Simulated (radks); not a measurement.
Q: The lutetium ion Lu+, configuration [Xe] 4f14 6s2. Method: Dirac Kohn-Sham, PBE, spin-unpolarised, spherical densities, finite nucleus; Fermi nuclear charge, rms radius 5.37 fm; computed with a radial shooting solver on a logarithmic mesh with Libxc functionals. Some entries of the table are withheld. Estimate them.

orbital  occ.  eigenvalue (eV)  <r> (bohr)
1s1/2       2        -63152.37     0.01932
2s1/2       2        -10751.17     0.08125
2p1/2       2        -10263.56     0.06740
2p3/2       4        -9146.085     0.07502
3s1/2       2        -2443.138      0.2122
3p1/2       2        -2227.075         (1)
3p3/2       4        -1988.720         (2)
3d3/2       4        -1621.436      0.1898
3d5/2       6        -1569.395      0.1942
4s1/2       2        -493.3823      0.4779
4p1/2       2        -405.3421      0.4850
4p3/2       4        -351.1270      0.5177
4d3/2       4        -206.2769      0.5410
4d5/2       6        -196.3808      0.5525
5s1/2       2         -69.7994       1.170
5p1/2       2         -45.3900       1.309
5p3/2       4         -38.4260       1.419
4f5/2       6              (3)      0.7133
4f7/2       8              (4)      0.7287
6s1/2       2         -11.0444       3.267

A: 
(1) 3p1/2 <r> (bohr): 0.2020
(2) 3p3/2 <r> (bohr): 0.2162
(3) 4f5/2 eigenvalue (eV): -19.2848
(4) 4f7/2 eigenvalue (eV): -17.7604
